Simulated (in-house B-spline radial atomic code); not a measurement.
**RPBE excitations of P VI (P5+)**

Method: RPBE. Computed with a B-spline radial code for spherical atoms: linear response of the closed shell [He] 2s2 2p6 with the functional's adiabatic kernel; scalar-relativistic (spin-free one-electron X2C), finite nucleus, no spin-orbit coupling, no double excitations, S, P, D and F terms only. Only terms of natural parity with L up to 3 were computed.

Command:
```bash
python run_td.py task.json out
```
Settings (radii: box in bohr, nucleus in fm):
```
Z                        15
electrons                10
configuration            [He] 2s2 2p6
hamiltonian              x2c
method                   rpbe,pbe
box_radius               16.35
rms_radius               3.1889
intervals                72
```

Time taken, with all properties: 0.4 s on 1 thread of Arm Neoverse N1, on a shared host.

The lowest states, in the order of their Tamm-Dancoff energies; the method's threshold (minus the highest occupied level) is 199.81 eV. Labels give the largest channel, * marks a mixed state, and oscillator strengths are full-response dipole values. Semilocal kernels can invert the small singlet-triplet splittings of Rydberg terms. Energies in eV:

| state | full response | Tamm-Dancoff | oscillator strength |
| --- | --- | --- | --- |
| 2p → 3s 3P | 127.74 | 127.75 | - |
| 2p → 3s 1P | 128.89 | 128.92 | 0.197 |
| 2p → 3p 3S | 138.20 | 138.24 | - |
| 2p → 3p 3D | 139.09 | 139.10 | - |
| 2p → 3p 1D | 139.97 | 139.98 | - |
| 2p → 3p 1S | 145.65 | 146.14 | - |
| 2p → 3d 3P | 154.09 | 154.10 | - |
| 2p → 3d 3F | 154.26 | 154.27 | - |
| 2p → 3d 1F | 154.78 | 154.79 | - |
| 2p → 3d 1P | ? | ? | ? |
| 2p → 4s 3P | 167.02 | 167.02 | - |
| 2p → 4s 1P | 167.32 | 167.33 | 0.033 |
| 2p → 4p 3S | 170.62 | 170.63 | - |
| 2p → 4p 3D | ? | ? | - |
| 2p → 4p 1D | 171.10 | 171.10 | - |
| 2p → 4p 1S | 172.43 | 172.53 | - |

Question: Where does 2p → 4p 3D lie?

Answer: At 170.85 eV in full response, 170.85 eV in Tamm-Dancoff.

Question: Where does 2p → 3d 1P lie?

Answer: At 156.82 eV in full response, 156.92 eV in Tamm-Dancoff, oscillator strength 1.11.

Question: How large is the singlet-triplet splitting of 2p → 3s (P terms) in Tamm-Dancoff?

Answer: 1.16 eV, from the unrounded values.

Question: What polarisabilities and dispersion coefficient does the method give?

Answer: Dipole 0.1104 bohr³, quadrupole 0.05771 bohr⁵, C6 0.06732 hartree·bohr⁶ for two such species.
